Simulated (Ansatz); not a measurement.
System: PbCl₂, charge 0, singlet. PbCl2 (SMILES [Cl][Pb][Cl]).
B3LYP-D3(BJ)/def2-TZVP minimum from Ansatz (an electronic-structure program):
```
Pb
Cl 1 2.4827
Cl 1 2.4827 2 99.63
```
Charge 0, spin multiplicity 1.

Total energies in def2-SVP, 18 correlated electrons, 19 frozen orbitals. UHF or UKS for unpaired electrons; spin-orbit terms are left out. Cores are frozen in correlated methods (noble-gas shells, and filled d and f shells in the p block). Past Kr the def2 sets carry scalar-relativistic core potentials. Spin-orbit terms, left out, reach several kcal/mol for Br and I, and more for heavier atoms.

```tsv
method	program	energy (Eh)	minus CCSDTQ (mEh)
HF	Ansatz	-1110.65273	355.61
MP2	Ansatz	-1110.96908	39.26
CCSD	Ansatz	-1110.99821	10.13
CCSD(T)	Ansatz	-1111.00666	1.68
CCSDT(Q)	Ansatz	-1111.00840	-0.06
CCSDTQ	Ansatz	-1111.00834	0.00
```

Rough core times of Ansatz's runs on a shared machine: CCSD(T) under 20 s, CCSDT(Q) under 20 s, CCSDTQ 30 min.
